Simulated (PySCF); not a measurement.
**Mayer bond orders and bond lengths**

(ClSi)4NH6 adamantane, Cl4H6N6Si4.
Z-matrix (Å and degrees, PBE0-D3(BJ)/def2-SVP geometry), rows numbered from 1:
```
Si
Cl  1  2.0481
N   1  1.7458  2  110.99
Si  3  1.7380  1  112.54  2  -177.10
Cl  4  2.0472  3  111.59  1   179.38
N   4  1.7398  3  109.15  1    55.88
Si  6  1.7437  4  113.91  3   -55.98
Cl  7  2.0494  6  111.23  4   178.30
N   7  1.7422  6  108.28  4    55.86
N   7  1.7400  6  105.65  4   -60.59
Si 10  1.7436  7  112.51  6    60.11
Cl 11  2.0481 10  110.81  7   176.37
N   1  1.7373  2  112.92  3   120.33
N  11  1.7348 10  107.71  7   -59.17
H   3  1.0178  1  115.66  2   -39.06
H   6  1.0202  4  113.72  3   171.83
H   9  1.0191  1  115.76  2    43.35
H  10  1.0180  7  117.10  6  -163.14
H  13  1.0191  1  113.24  2    43.50
H  14  1.0205  4  113.59  3   -69.35
```

Bond orders from the PBE0/pcSseg-1 density (PySCF). One conformer (not necessarily the lowest) at the PBE0-D3(BJ)/def2-SVP geometry, without solvent, vibrations or thermal averaging.

(1) Give the Mayer order of every bond, beside its length.

Answers

(1) 
```tsv
bond	length (Å)	Mayer order
Si1–Cl2	2.048	1.007
Si1–N3	1.746	0.941
Si1–N9	1.756	0.935
Si1–N13	1.737	0.974
N3–Si4	1.738	0.964
N3–H15	1.018	0.906
Si4–Cl5	2.047	1.008
Si4–N6	1.740	0.967
Si4–N14	1.741	0.947
N6–Si7	1.744	0.951
N6–H16	1.020	0.909
Si7–Cl8	2.049	1.003
Si7–N9	1.742	0.971
Si7–N10	1.740	0.954
N9–H17	1.019	0.906
N10–Si11	1.744	0.951
N10–H18	1.018	0.906
Si11–Cl12	2.048	1.010
Si11–N13	1.752	0.930
Si11–N14	1.735	0.970
N13–H19	1.019	0.907
N14–H20	1.020	0.910
```

Bonds between the same two heavy elements. Cl–Si: all 4 within 0.02 of one another (1.003 to 1.010). N–Si: lowest Si11–N13 (0.930, 1.752 Å), highest Si1–N13 and Si7–N9 (0.974, 1.737 Å). Bonds named together lie within 0.004.

Problem. Sum the orders of all bonds at each heavy atom with more than one neighbour.

Solution. Si1 3.857, N3 2.811, Si4 3.886, N6 2.827, Si7 3.879, N9 2.812, N10 2.811, Si11 3.861, N13 2.811, N14 2.827. Orders between atoms that aren't bonded are not in these sums.

Mayer orders depend on the basis set.
